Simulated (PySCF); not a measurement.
Compound: C7H10OSi.
InChI=1S/C7H10OSi/c1-2-6(8-4-1)7-3-5-9-7/h1-2,4,7H,3,5,9H2/t7-/m0/s1

A linear-response calculation (PySCF, def2-SVPD basis, gas phase, vertical, core orbitals frozen in the response) gave these numbers; the functional is withheld.

Orbital energies (eV): HOMO-3 -10.52, HOMO-2 -10.05, HOMO-1 -9.79, HOMO -7.84, LUMO 1.78, LUMO+1 2.10, LUMO+2 2.23.

```tsv
state	E (eV)	f	main configurations (H = HOMO, L = LUMO)
S1	5.73	0.333	H→L (77%), H→L+1 (14%)
S2	6.01	0.034	H→L+1 (69%), H→L+2 (14%)
S3	6.50	0.015	H→L+2 (60%), H→L+4 (13%)
S4	6.81	0.015	H→L+3 (59%), H→L+5 (8%)
S5	6.84	0.020	H→L+9 (19%), H→L+3 (18%), H-1→L (12%)
S6	7.18	0.0036	H→L+4 (35%), H→L+5 (35%)
```

Triplets (Tamm–Dancoff): T1 3.93 eV, H→L (46%), H→L+1 (35%); T2 5.33 eV, H→L+9 (23%), H-1→L (15%), H-1→L+1 (12%); T3 5.85 eV, H→L+1 (41%), H→L (31%), H→L+2 (10%); T4 6.34 eV, H-1→L (21%), H-1→L+1 (19%), H→L+2 (15%).

Vertical ionisation energy by ΔSCF with the same functional: 7.91 eV. Mean static polarisability: 109.3 au.

**Question.** Which of these was used?
A. wB97X-D
B. PBE0
C. PBE
D. HF

**Answer.** A. wB97X-D is range-separated, 22% exact exchange at short range and 100% at long range (ω = 0.2 bohr⁻¹). In this run −ε(HOMO) = 7.84 eV differs from the ΔSCF value by -0.07 eV, and S1 differs from the orbital gap of 9.62 eV by -3.89 eV. The ratio −ε(HOMO)/IP is 0.99. Usual ranges for neutral molecules in this basis: 0.89 to 0.99 with wB97X-D, 0.5 to 0.7 with PBE, 0.7 to 0.83 with PBE0; Hartree–Fock can't fall below 1, since the ion's relaxation only lowers the ΔSCF value.

Theory: TDDFT wB97X-D/def2-SVPD, vertical, gas phase, core orbitals frozen in the response (PySCF 2.14.0, density-fitted response routines). Geometry: PBE0-D3(BJ)/def2-SVP, one conformer, isolated molecule.

Conformer computed: `[cH:1]1[cH:2][o:3][c:4]([C@@H:5]2[CH2:6][CH2:7][SiH2:8]2)[cH:9]1`: O3–C4–C5–C6 52°.
